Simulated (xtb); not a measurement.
C₃H₉Ga, charge +1, doublet, at a GFN2-xTB geometry (such geometries of metal compounds can be far from the true shape) (a state made from the parent by changing its charge; the spin is typed, not shown lowest), atoms displaced at random by about 0.05 Å a coordinate. Base run: GFN1-xTB run with xtb 6.7.1.

xtb was given this input:
```
$ xtb mol.xyz --gfn 1 --chrg 1 --uhf 1 --opt --json

# file mol.xyz
13

Ga    -0.07856584    -0.14640809    -0.03438843
C     -1.50822532    -1.49638962    -0.12177407
H     -1.43780820    -2.19327294    -0.99484837
H     -2.43688809    -1.05512837    -0.19941175
H     -1.50092695    -2.12549435     0.70546317
C      0.17702168     1.80668813    -0.90642992
H      1.12157632     1.85130549    -1.40857670
H      0.06362012     2.57952721    -0.10885821
H     -0.63784873     1.82541044    -1.66564734
C      1.65022216     0.10732578     1.12030656
H      1.74649662     1.09429077     1.59674882
H      2.55924573     0.02721070     0.29910732
H      1.75623367    -0.74600049     1.71164324
```

Variants of this job, named by their change:

```tsv
change	ΔE vs base (kcal/mol)	optimiser steps
base	0.000	9
opt level = loose	0.007	7
opt level = lax	0.002	8
opt level = extreme	-0.301	81
opt level = crude	0.129	5
opt level = vtight	-0.300	68
opt level = tight	-0.293	46
engine = lbfgs	0.000	-
engine = inertial	0.038	-
opt level = sloppy	0.007	7
```
